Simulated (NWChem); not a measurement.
Program: NWChem. System: HB, charge 1, spin multiplicity 2, at the geometry of a parent with another charge or spin, in a state set for the comparison that need not be this species' ground state. Its SCF solution wasn't tested for a lower state. Level: UMP2/pcseg-2, 1 core orbitals frozen.

The NWChem input:

```
start mol
memory heap 200 mb stack 900 mb global 1100 mb
charge 1
geometry units angstroms nocenter noautoz
  B      0.000000     0.000000     0.211104
  H      0.000000     0.000000    -1.055520
  symmetry group C2v
end
basis spherical
  * library pcseg-2
end
scf
  uhf
  nopen 1
  maxiter 100
  thresh 1e-7
  semidirect memsize 60000000 filesize 0
  # guess.movecs holds the orbitals of an unrestricted PBE0 run
  vectors input guess.movecs output mol.movecs
end
mp2
  freeze core 1
end
task mp2 energy
```

Output (cleaned and shortened):

```
             Northwest Computational Chemistry Package (NWChem) 7.3.0
             --------------------------------------------------------

                                NWChem Input Module
                                -------------------

 Scaling coordinates for geometry "geometry" by  1.889725989
 (inverse scale =  0.529177249)

 Turning off AUTOSYM since
 SYMMETRY directive was detected!

                             Geometry "geometry" -> ""
                             -------------------------

 Output coordinates in angstroms (scale by  1.889725989 to convert to a.u.)

  No.       Tag          Charge          X              Y              Z
 ---- ---------------- ---------- -------------- -------------- --------------
    1 B                    5.0000     0.00000000     0.00000000     0.21110400
    2 H                    1.0000     0.00000000     0.00000000    -1.05552000

 Effective nuclear repulsion energy (a.u.)       2.0889279257

            Nuclear Dipole moment (a.u.)
            ----------------------------
        X                 Y               Z
 ---------------- ---------------- ----------------
     0.0000000000     0.0000000000     0.0000000000

      Symmetry information
      --------------------

 Group name             C2v
 Group number             16
 Group order               4
 No. of unique centers     2

      Symmetry unique atoms

     1    2


 Summary of "ao basis" -> "" (spherical)
 ------------------------------------------------------------------------------
       Tag                 Description            Shells   Functions and Types
 ---------------- ------------------------------  ------  ---------------------
 *                          pcseg-2                   on all atoms

 Summary of "ao basis" -> "ao basis" (spherical)
 ------------------------------------------------------------------------------
       Tag                 Description            Shells   Functions and Types
 ---------------- ------------------------------  ------  ---------------------
 B                          pcseg-2                 10       30   4s3p2d1f
 H                          pcseg-2                  6       14   3s2p1d

                                 NWChem SCF Module
                                 -----------------

  ao basis        = "ao basis"
  functions       =    44
  atoms           =     2
  alpha electrons =     3
  beta  electrons =     2
  charge          =   1.00
  wavefunction    = UHF
  use symmetry    = T
  symmetry adapt  = T

 Summary of "ao basis" -> "ao basis" (spherical)
 ------------------------------------------------------------------------------
       Tag                 Description            Shells   Functions and Types
 ---------------- ------------------------------  ------  ---------------------
 B                          pcseg-2                 10       30   4s3p2d1f
 H                          pcseg-2                  6       14   3s2p1d

      Symmetry analysis of basis
      --------------------------

        a1         20
        a2          4
        b1         10
        b2         10

 Forming initial guess at       0.1s

   Symmetry analysis of molecular orbitals - initial alpha
   -------------------------------------------------------

  Numbering of irreducible representations:

     1 a1          2 a2          3 b1          4 b2

  Orbital symmetries:

     1 a1          2 a1          3 a1          4 b1          5 b2
     6 a1          7 a1          8 a1          9 b1         10 b2
[...]
    1 B    5     4.13   2.00  0.67  0.64  0.05  0.45  0.31  0.01  0.00  0.01  0.00
    2 H    1     0.87   0.35  0.49  0.00  0.00  0.03  0.00

  Mulliken analysis of the alpha density
  --------------------------------------

    Atom       Charge   Shell Charges
 -----------   ------   -------------------------------------------------------
    1 B    5     2.47   1.00  0.42  0.41  0.02  0.36  0.25  0.01  0.00  0.00  0.00
    2 H    1     0.53   0.21  0.29  0.00  0.00  0.01  0.00

   Mulliken analysis of the beta density
   -------------------------------------

    Atom       Charge   Shell Charges
 -----------   ------   -------------------------------------------------------
    1 B    5     1.65   1.00  0.24  0.23  0.03  0.09  0.06  0.00  0.00  0.00 -0.00
    2 H    1     0.35   0.14  0.19 -0.00  0.00  0.02  0.00

   Mulliken analysis of the spin density
   -------------------------------------

    Atom       Charge   Shell Charges
 -----------   ------   -------------------------------------------------------
    1 B    5     0.82   0.00  0.18  0.19 -0.01  0.26  0.19  0.01  0.00  0.00  0.00
    2 H    1     0.18   0.08  0.10  0.01  0.00 -0.00 -0.00

       Multipole analysis of the density wrt the origin
       ------------------------------------------------

     L   x y z        total         alpha         beta         nuclear
     -   - - -        -----         -----         ----         -------
     0   0 0 0      1.000000     -3.000000     -2.000000      6.000000

     1   1 0 0     -0.000000     -0.000000     -0.000000      0.000000
     1   0 1 0     -0.000000     -0.000000     -0.000000      0.000000
     1   0 0 1      0.050332     -0.464920      0.515252      0.000000

     2   2 0 0     -2.878597     -1.882391     -0.996206      0.000000
     2   1 1 0      0.000000      0.000000      0.000000      0.000000
     2   1 0 1     -0.000000     -0.000000      0.000000      0.000000
     2   0 2 0     -2.878597     -1.882391     -0.996206      0.000000
     2   0 1 1     -0.000000     -0.000000      0.000000      0.000000
     2   0 0 2     -2.811909     -5.461702     -2.124531      4.774324

                   NWChem MP2 Semi-direct Energy/Gradient Module
                   ---------------------------------------------

  Basis functions       =     44
  Molecular orbitals    =     44
  Frozen core           =      1
  Frozen virtuals       =      0
  Active alpha occupied =      2
  Active beta occupied  =      1
  Active alpha virtual  =     41
  Active beta virtual   =     42
  Use MO symmetry       = T
  Use skeleton AO sym   = T

  AO/Fock/Back tols     =   1.0D-09  1.0D-09  1.0D-09

 GA uses MA = F    GA memory limited = T

 Available:
  local mem=  1.26D+08
 global mem=  1.44D+08
 local disk=  0.00D+00
  mp2_memr nvloc                    41
  nvloc new                    41
   1 passes of   2:        3145728                       8047                    279385.
   1 passes of   2: M    126154038           G      144175328           F     123008310.

 Semi-direct pass number   1 of   1  for UHF alpha       at        0.5s
  vrange nnbf                   990
  mp2_eaftype                    10  avail_ma_in_mb                  1099
 EAF : mp2_eaftype filesize          10     139692.
  mp2_eaf for mointskh                     10
Node 0 wrote      0.6 Mb in      0.0 s     Agg I/O rate:   623.1 Mb/s
 Done moints_semi at        0.8s
  mp2_eaftype                    10  avail_ma_in_mb                  1089
 EAF : mp2_eaftype filesize          10     139692.
  mp2_eaf for kh                    10
 Done maket at        0.8s
 Done multipass loop at        0.8s

 GA uses MA = F    GA memory limited = T

 Available:
  local mem=  1.26D+08
 global mem=  1.44D+08
 local disk=  0.00D+00
  mp2_memr nvloc                    42
  nvloc new                    42
   1 passes of   1:        3145728                       6048                    144745.
   1 passes of   1: M    126154038           G      144175328           F     123008310.

 Semi-direct pass number   1 of   1  for UHF beta        at        0.8s
  vrange nnbf                   990
  mp2_eaftype                    10  avail_ma_in_mb                  1099
 EAF : mp2_eaftype filesize          10      72372.
  mp2_eaf for mointskh                     10
Node 0 wrote      0.3 Mb in      0.0 s     Agg I/O rate:   526.2 Mb/s
 Done moints_semi at        1.2s
  mp2_eaftype                    10  avail_ma_in_mb                  1089
 EAF : mp2_eaftype filesize          10      72372.
  mp2_eaf for kh                    10
 Done maket at        1.2s
 Done multipass loop at        1.2s

          -------------------------------------------
          SCF energy                 -24.816989514724
          Correlation energy          -0.037816766245
          Singlet pairs                0.000000000000
          Triplet pairs                0.000000000000
          Total MP2 energy           -24.854806280969
          -------------------------------------------

          ---------------------------------------------------
                    Spin Component Scaled (SCS) MP2
          Same spin pairs                     -0.001933980661
          Same spin scaling factor             0.333333333333
          Opposite spin pairs                 -0.035882785584
          Opposite spin scaling fact.          1.200000000000
          SCS-MP2 correlation energy          -0.043704002921
          Total SCS-MP2 energy               -24.860693517645
          ---------------------------------------------------

 -----------------------
 Performance information
 -----------------------

 Timer overhead =  2.27D-07 seconds/call

               Nr. of calls         CPU time (s)                 Wall time (s)                GFlops
             ---------------    -------------------     ------------------------------   -------------------
Name         Min   Avg   Max    Min     Avg     Max     Min     Avg     Max   Mx/calls   Min     Max     Sum
mp2: moin     2     2     2   0.66    0.66    0.66     0.66    0.66    0.66    0.33      0.0     0.0     0.0
mp2: make     2     2     2   9.42E-3 9.42E-3 9.42E-3  9.42E-3 9.42E-3 9.42E-3 4.71E-3   0.0     0.0     0.0
mp2: tota     1     1     1   0.78    0.78    0.78     0.78    0.78    0.78    0.78      0.0     0.0     0.0

 The average no. of pstat calls per process was 5.00D+00
 with a timing overhead of 1.14D-06s

 Task  times  cpu:        1.1s     wall:        1.1s

 Total times  cpu:        1.2s     wall:        1.2s
```
